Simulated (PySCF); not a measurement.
**Structure elucidation problem**

The spectra below were simulated for a compound C$_{6}$H$_{14}$O$_{2}$.

¹H NMR (300 MHz, computed): δ 3.42 (s, 6H), 1.57 (q, 2H), 1.29 (s, 3H), 1.00 (t, 3H).

¹³C{¹H} NMR (computed): δ 105.9 (C), 49.8 (CH3), 35.1 (CH2), 24.1 (CH3), 11.3 (CH3).

Relativity neglected, fast rotation and ring inversion assumed for equivalent nuclei, a single conformation, isolated molecule. Shieldings: GIAO PBE0/pcSseg-1; GFN2-xTB geometry; PySCF 2.14.

Scale: ¹H (31.72 ppm) and ¹³C (186.93 ppm) vs TMS (reference shieldings calculated alike).

Deduce the structure.

Answers


The formula gives 0 degrees of unsaturation. 5 carbon signals for 6 carbons: some carbons are equivalent by symmetry or fast rotation. Carbon types of the structure: 1 × C, 1 × CH2, 4 × CH3, which accounts for all hydrogens. δC 105.9: sp3 carbon bearing two oxygens; 2 electronegative neighbours deshield it. δC 49.8: methyl carbon bonded to O; pulled downfield by the heteroatom. δC 35.1: sp3 CH2; saturated and bonded to C and H only. δC 24.1, 11.3: methyl carbon; saturated and bonded to C and H only. δH 3.42: hydrogen on a methyl carbon bonded to O; its carbon carries O, hence the downfield position. δH 1.57: hydrogen on an sp3 CH2. δH 1.29, 1.00: hydrogen on a methyl carbon.

Structure: 2,2-dimethoxybutane (CCC(C)(OC)OC).

This is the structure that produced the data.

Shifts are as computed. Against solution values, carbons near 30 ppm lie about +3 ppm off and those near 130 ppm about +5 ppm. Of 1211 compounds with measured shifts, 218 miss one by over three times the rms of a fit or turn the order of signals round; such compounds aren't used in these exercises. Multiplicities follow the n + 1 count of equivalent neighbours, as no J values were calculated; m marks all less simple cases, F and P coupling included.
